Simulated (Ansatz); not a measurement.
Ga6Sb6H18⁺, a cluster cut from wurtzite GaSb (hydrogen-capped). Charge 1, multiplicity 2. Geometry PBE-D4/def2-SVP; atoms count from 1.

```xyz
30

Sb   -0.841   -0.752    2.943
Ga    1.743   -1.008    2.180
Ga   -0.637   -3.405   -0.594
Sb    1.695   -2.207   -0.186
Sb    2.203    1.580    1.553
Ga    2.927   -0.719   -2.108
Ga   -2.744    0.229    1.316
Sb   -2.335   -1.176   -0.910
Sb   -1.648    2.600    0.679
Ga    0.821    2.823   -0.408
Ga   -1.543    0.359   -3.138
Sb    0.904    1.080   -2.407
H    -1.429   -2.229    3.570
H    -0.914    0.166    4.388
H     2.630   -1.524    3.370
H    -1.478   -3.524    0.764
H    -0.762   -4.303   -1.869
H     2.714   -3.554    0.110
H     2.107    2.522    2.982
H     3.873    1.779    1.253
H     4.041    0.078   -1.325
H     3.029   -1.577   -3.415
H    -4.185    0.298    1.932
H    -3.895   -1.796   -1.270
H    -1.732    3.570    2.089
H    -2.796    3.448   -0.262
H     1.220    4.332   -0.586
H    -1.670   -0.531   -4.418
H    -2.649    1.341   -2.524
H     1.352    2.101   -3.710
```

In the def2 sets Sb takes a core potential; there is no spin–orbit coupling. Single mean-field runs in def2-TZVP are fitted with def2-universal-jkfit.

Problem. Estimate the Mulliken populations of the heavy atoms from the PBE0/def2-TZVP orbitals of Ansatz.

Solution. 
```json
{"atom": "Sb1", "charge (e)": "-0.06", "spin (α − β)": "0.01"}
{"atom": "Ga2", "charge (e)": "0.17", "spin (α − β)": "0.00"}
{"atom": "Ga3", "charge (e)": "0.15", "spin (α − β)": "0.10"}
{"atom": "Sb4", "charge (e)": "-0.17", "spin (α − β)": "-0.01"}
{"atom": "Sb5", "charge (e)": "-0.07", "spin (α − β)": "0.00"}
{"atom": "Ga6", "charge (e)": "0.12", "spin (α − β)": "0.00"}
{"atom": "Ga7", "charge (e)": "0.16", "spin (α − β)": "-0.03"}
{"atom": "Sb8", "charge (e)": "-0.03", "spin (α − β)": "0.64"}
{"atom": "Sb9", "charge (e)": "-0.06", "spin (α − β)": "0.01"}
{"atom": "Ga10", "charge (e)": "0.17", "spin (α − β)": "0.00"}
{"atom": "Ga11", "charge (e)": "0.15", "spin (α − β)": "0.10"}
{"atom": "Sb12", "charge (e)": "-0.17", "spin (α − β)": "-0.01"}
```
Mulliken values depend strongly on the basis.

Problem. Where does the spin sit?

Solution. Summed by element: Sb 0.65, Ga 0.18, H 0.17, of 1 unpaired in all. Largest on single atoms: Sb8 0.64, Ga3 0.10, Ga11 0.10.

Problem. And the Mayer bond orders between heavy atoms (over 0.3)?

Solution. Sb1–Ga2 0.67 (2.71 Å); Sb1–Ga7 0.71 (2.69 Å); Ga2–Sb4 0.81 (2.65 Å); Ga2–Sb5 0.69 (2.70 Å); Ga3–Sb4 0.77 (2.65 Å); Ga3–Sb8 0.49 (2.82 Å); Sb4–Ga6 0.63 (2.72 Å); Sb5–Ga10 0.69 (2.70 Å); Ga6–Sb12 0.63 (2.72 Å); Ga7–Sb8 0.76 (2.66 Å); Ga7–Sb9 0.71 (2.69 Å); Sb8–Ga11 0.49 (2.82 Å); Sb9–Ga10 0.67 (2.71 Å); Ga10–Sb12 0.81 (2.65 Å); Ga11–Sb12 0.77 (2.65 Å).
